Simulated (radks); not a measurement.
The numbers below are computed, except where a source is named.
Task: These are the eigenvalues of the occupied orbitals of an atom or ion with whole-number occupations (eV). Code: a radial shooting solver on a logarithmic mesh with Libxc functionals. Model: Dirac Kohn-Sham, BP86, spin-unpolarised, spherical densities, finite nucleus; Fermi nuclear charge, rms radius of each element as measured or else 0.836 A^(1/3) + 0.57 fm.

orbital  eigenvalue
1s1/2     -37290.70
2s1/2     -5941.391
2p1/2     -5600.460
2p3/2     -5218.561
3s1/2     -1299.358
3p1/2     -1156.229
3p3/2     -1082.351
3d3/2     -831.2161
3d5/2     -815.4603
4s1/2     -298.0699
4p1/2     -245.7495
4p3/2     -230.0490
4d3/2     -144.2373
4d5/2     -141.5096
5s1/2      -77.3272
5p1/2      -61.9712
5p3/2      -59.1726
6s1/2      -30.4670

Which element is it, and in what charge state? The configuration may be excited. Open shells, if any, fill j = l - 1/2 first.

Result: Z = 56, barium, charge +4: Ba4+ in [Kr] 4d9 5s2 5p4 6s1. The list shows which subshells hold electrons but not how many an open one holds; the 1s level, -1370.4 hartree, gives Z - s = 52.4 by -(Z - s)^2/2, which with screening and relativity narrows Z to a few neighbours, and the depths of the outer levels then fix element, charge and occupations together.
